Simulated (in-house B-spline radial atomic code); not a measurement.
Configurations of Ti3+, with energies counted from [Ar] 3d1. All numbers are computed (Dirac-Hartree-Fock, average of configuration; Fermi nucleus of rms radius 3.5921 fm) with an all-electron radial atomic-structure program (B-spline basis), not measured. Energies include first-order Breit, QED and recoil terms.

Occupations are held fixed; configurations that lie above the ionisation limit could autoionise.

```
       configuration  E - E(ref) (eV)  highest orbital  its <r> (bohr)
            [Ar] 4p1           15.503            4p3/2           2.927
            [Ar] 4d1           23.838            4d5/2           3.759
            [Ar] 6p1           33.142            6p3/2           8.824
            [Ar] 5g1           33.501            5g9/2           6.871
            [Ar] 6d1           34.927            6d5/2            10.5
            [Ar] 7s1            35.34            7s1/2           11.92
            [Ar] 7p1           35.968            7p3/2           12.89
            [Ar] 6f1           36.093            6f5/2            11.8
            [Ar] 6g1           36.161            6g9/2           10.99
    [Ne] 3s2 3p5 3d2           37.108            3d5/2           1.243
[Ne] 3s2 3p5 3d1 5s1           62.787            5s1/2           4.949
[Ne] 3s2 3p5 3d1 7s1             72.6            7s1/2           11.91
```

Question: Order these further configurations by energy, lowest first.
A. [Ar] 5s1
B. [Ar] 5p1
C. [Ar] 4s1
D. [Ar] 5f1
E. [Ne] 3s2 3p5 3d1 6s1

Answer: C (9.6986 eV), A (25.55 eV), B (27.803 eV), D (33.4 eV), E (69.285 eV).

Question: How far above the reference does [Ar] 7g1 lie?

Answer: 37.766 eV; its least bound orbital is 7g9/2 with <r> = 15.87 bohr.

Question: How far above the reference does [Ar] 7d1 lie?

Answer: 37.011 eV; its least bound orbital is 7d5/2 with <r> = 14.98 bohr.

Question: How far above the reference does [Ne] 3s2 3p5 3d1 5f1 lie?

Answer: 70.65 eV; its least bound orbital is 5f5/2 with <r> = 7.698 bohr.

Question: One of these lies 28.47 eV from the reference. Which?
A. [Ar] 6s1
B. [Ne] 3s2 3p5 3d1 7g1
C. [Ne] 3s2 3p5 3d1 6f1
D. [Ar] 4f1

Answer: D.
